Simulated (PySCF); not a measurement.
Compound: CF3C(O)CH3, C3H3F3O.
SMILES with atom numbers: `[CH3:1][C:2](=[O:3])[C:4]([F:5])([F:6])[F:7]` (hydrogens: H8, H9, H10 on C1)

Cartesian coordinates in Å at the PBE0-D3(BJ)/def2-TZVP level; atoms count from 1:
```
atom  x, y, z in Å
C1     1.2129    0.2721   -0.4469
C2     0.1835    0.1750    0.6315
O3     0.3467    0.4657    1.7795
C4    -1.2055   -0.3376    0.1687
F5    -1.0808   -1.5058   -0.4750
F6    -2.0383   -0.5029    1.1776
F7    -1.7439    0.5412   -0.6876
H8     2.1342    0.6765   -0.0343
H9     1.3937   -0.7151   -0.8792
H10    0.8473    0.9112   -1.2548
```

The closed-shell ground state was solved at several levels (PySCF, density fitting, gas phase, non-relativistic). Isolated species at its PBE0-D3(BJ)/def2-TZVP geometry, gas phase.

| level | basis functions | total energy (Eh) | HOMO (eV) | LUMO (eV) | gap (eV) | dipole (D) |
| --- | --- | --- | --- | --- | --- | --- |
| KT3/pcSseg-2 | 294 | -497.4351 | -6.87 | -2.72 | 4.15 | 2.58 |
| B97-2/pcSseg-2 | 294 | -490.9236 | -8.08 | -1.70 | 6.38 | 2.71 |
| wB97X-D/pcSseg-2 | 294 | -490.9383 | -10.29 | 0.29 | 10.58 | 2.75 |

Q: Estimate the row for PBE0/pcSseg-2, a basis of 294 functions; the other rows only guide the guess.

A: Total energy -490.5854 Eh, HOMO -8.37 eV, LUMO -1.62 eV, gap 6.75 eV, dipole 2.73 D.

Q: Over all these levels, which gives the widest orbital gap and which the narrowest?

A: wB97X-D/pcSseg-2 (range-separated hybrid) has the widest, 10.58 eV, and KT3/pcSseg-2 (GGA) the narrowest, 4.15 eV. From the narrowest to the widest the HOMO moves by -3.42 eV and the LUMO by +3.01 eV.

Q: In the pcSseg-2 basis, how does the gap go with the fixed share of exact exchange?

A: KT3 (0 %) 4.15 eV; B97-2 (21 %) 6.38 eV; PBE0 (25 %) 6.75 eV. Each rise in the share widens the gap here.

Q: How far do the dipole and the HOMO energy spread over the levels?

A: The dipole runs from 2.58 to 2.75 D (mean 2.69 D) and the HOMO from -10.29 to -6.87 eV.

Note: wB97X-D ran without an empirical dispersion term, which enters the total energy and its gradient alone.
